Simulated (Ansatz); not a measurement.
Input file for Ansatz (a first-principles code): R-wB97X-V/def2-TZVPP on C2H6BN (SMILES C=CBN), a point of a torsion scan.

Ansatz 0.2 input:
```yaml
crystal:
  periodic: [false, false, false]
  atoms:
    - {symbol: C, position_ang: [1.35837118, 0.51633547, 0.30917326]}
    - {symbol: C, position_ang: [0.79283957, -0.60260096, -0.12971515]}
    - {symbol: B, position_ang: [-0.72817762, -0.76722467, -0.45131426]}
    - {symbol: N, position_ang: [-1.66075188, 0.09867425, 0.10297314]}
    - {symbol: H, position_ang: [0.77481941, 1.40046941, 0.51579960]}
    - {symbol: H, position_ang: [2.42309127, 0.61739398, 0.46192527]}
    - {symbol: H, position_ang: [1.45240540, -1.44108471, -0.33324358]}
    - {symbol: H, position_ang: [-1.07809852, -1.49351219, -1.30655812]}
    - {symbol: H, position_ang: [-1.52806809, 0.54603715, 0.99496450]}
    - {symbol: H, position_ang: [-2.63672705, 0.05662530, -0.14310772]}
basis:
  gaussian:
    orbitals: def2-TZVPP
hamiltonian:
  xc: {name: wB97X-V}
scf: {lower_state_search: off}
```

Output:

```
WARN ansatz: RAYON_NUM_THREADS=1 ignored (pool sized by the plan → 1); use --threads N
Functional definition: wB97X-V
these checks for a lower state are left out or cut short: stability, starts, cluster_reference, orbital_swaps, neighbouring_geometries, increment
integrals: 0.13 GiB planned
1038 factors; their error is unknown
integrals: 0.16 GiB planned
280 factors; integrals over basis functions are off by at most 8.9e-6 eV
mean field: 1.19 GiB planned
mean field evaluation 1: about -4333.4481 eV, gradient 5.2e1 eV
mean field evaluation 2: about -4335.4453 eV, gradient 4.3e1 eV
mean field evaluation 4: about -4338.9695 eV, gradient 1.8e0 eV
mean field evaluation 8: about -4338.9815 eV, gradient 8.5e-2 eV
mean field evaluation 16: about -4338.9761 eV, gradient 1.0e-4 eV
mean field -4338.97605702 eV, -159.4544290318 hartree, gradient 8.1e-6 eV, S^2 0.000000; 0 other end points of the search recorded, 0 dependent functions left out
reference -4338.97605504 eV, -159.4544289589 hartree; 15, 15 occupied and 193, 193 virtual orbitals, 1038 factors
Total energy: -4338.97605504 eV, -159.4544289589 hartree
Checks for a lower state left out: stability, starts, cluster_reference, orbital_swaps, neighbouring_geometries, increment
```

The calculation finished and met its thresholds.

Cost: roughly 10 core-seconds.
